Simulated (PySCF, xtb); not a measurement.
SnHCl₂Br, SMILES [Cl][SnH]([Cl])[Br].

Harmonic wavenumbers (cm⁻¹) from GFN2-xTB (xtb 6.7.1) at its own minimum, in rising order: 79, 87, 97, 216, 301, 322, 418, 435, 1266.

What does PBE-D3(BJ)/def2-SVP run with PySCF give at its own minimum? (Estimate from the structure and the level; the computed values follow.)

85, 97, 115, 256, 363, 378, 523, 535, 1879. Paired by order, the mean absolute difference is 112 cm⁻¹ and the zero-point energies are 4.6 and 6.0 kcal/mol.
